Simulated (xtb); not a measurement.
C4H4Cl2, SMILES CC(Cl)=C=CCl. All values are semi-empirical tight-binding results from xtb (GFN2-xTB unless named), good for trends rather than for accurate numbers. Coordinates come from a GFN2-xTB optimisation.

Optimised geometry:

```xyz
10

C     -1.9496    -1.3700     0.4052
C     -1.0400    -0.3469    -0.1843
Cl    -1.8552     1.0457    -0.8619
C      0.2538    -0.4265    -0.2709
C      1.5484    -0.4444    -0.3157
Cl     2.5344     0.2053     0.9595
H     -2.6394    -1.7369    -0.3531
H     -1.3700    -2.2003     0.7999
H     -2.5349    -0.9234     1.2070
H      2.1231    -0.8778    -1.1190
```
Charge 0, spin multiplicity 1.

Computed properties:
The orbital gap is 4.41 eV. The dipole moment is 1.92 D, the zero-point energy comes out as 40.4 kcal/mol and the G − E(el) at 298.15 K (modified RRHO) comes out as 19.8 kcal/mol. The static polarisability (D4 model) is 72.8 bohr³ and the solvation energy, GFN2-xTB/ALPB(water) comes out as -3.1 kcal/mol. The solvation energy, GFN2-xTB/ALPB(acetone) is -7.1 kcal/mol.

Question: Give the atomic charges and the Wiberg bond orders between heavy atoms. (Estimate from the structure and the level; the computed values follow.)

Answer: charges (e) C1 -0.12, C2 0.11, Cl3 -0.16, C4 -0.04, C5 0.05, Cl6 -0.15, H7 0.08, H8 0.07, H9 0.08, H10 0.09. Bond orders C1–C2 1.02, C2–Cl3 0.94, C2–C4 1.86, C4–C5 1.91, C5–Cl6 0.96.
